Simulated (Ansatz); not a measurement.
Reaction (formal exchange of groups at the Si–O bond): `N[SiH](Cl)O[SiH3]` + `CN[SiH2]Cl` → `CN[SiH]([SiH3])Cl` + `N[SiH](O)Cl`

Gas-phase electronic energies from Ansatz, PBE0-D4/def2-TZVP geometries. CBS: MP2 limit from def2 TZ/QZ plus the TZ coupled-cluster correction, frozen cores. DFT in def2-TZVPP. One conformer a species, not always the lowest.

CCSD(T)/CBS gives +105.6 kJ/mol.

Another level gave +136.6 kJ/mol. Which?
A. HF/def2-TZVPP
B. PBE-D4/def2-TZVPP
C. ωB97X-V/def2-TZVPP
D. MP2/def2-TZVPP

A. HF/def2-TZVPP 136.6, PBE-D4 77.5, MP2/def2-TZVPP 112.7, ωB97X-V 102.9 kJ/mol.

Largest T1 diagnostic among the species: 0.011.

From PBE to PBE0 (25 % exact exchange), in def2-TZVPP and without D4, ΔE moves by +9.4 kJ/mol. Leaving LDA and LC-ωPBE aside and taking each functional with its dispersion term where it has one, the values, not all of them listed here, spread over 39.4 kJ/mol, from PBE-D4 to BHLYP-D4.
